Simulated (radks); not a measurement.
Task: Ar2+, 16 electrons, occupied as [Ne] 3s2 3p3.5 3d0.5 (fractional occupations, a model configuration). Method: non-relativistic Kohn-Sham, r2SCAN, spin-polarised, spherical densities, point nucleus; open shells are filled with parallel spins first; meta-GGA in the generalised Kohn-Sham scheme; computed with a radial shooting solver on a logarithmic mesh with Libxc functionals. Some entries of the table are withheld. Estimate them.

| orbital | occ. | eigenvalue (hartree) | r(max) (bohr) | <r> (bohr) |
|---|---|---|---|---|
| 1s up | 1 | -115.9517 | 0.05655 | 0.08621 |
| 1s down | 1 | -115.9216 | 0.05655 | 0.08619 |
| 2s up | 1 | -12.19671 | 0.3397 | 0.4143 |
| 2s down | 1 | -12.17720 | 0.3400 | 0.4142 |
| 2p up | 3 | -9.74205 | 0.2813 | 0.3761 |
| 2p down | 3 | -9.70568 | 0.2818 | 0.3761 |
| 3s up | 1 | -1.99251 | 1.151 | 1.328 |
| 3s down | 1 | -1.80560 | 1.155 | 1.345 |
| 3p up | 3 | -1.41299 | (1) | 1.449 |
| 3p down | 0.5 | -1.23381 | (2) | 1.477 |
| 3d up | 0.5 | -0.59104 | 1.426 | 1.877 |
| 3d down | 0 | -0.43651 | 1.473 | 2.074 |

Result: 
(1) 3p up r(max) (bohr): 1.224
(2) 3p down r(max) (bohr): 1.232
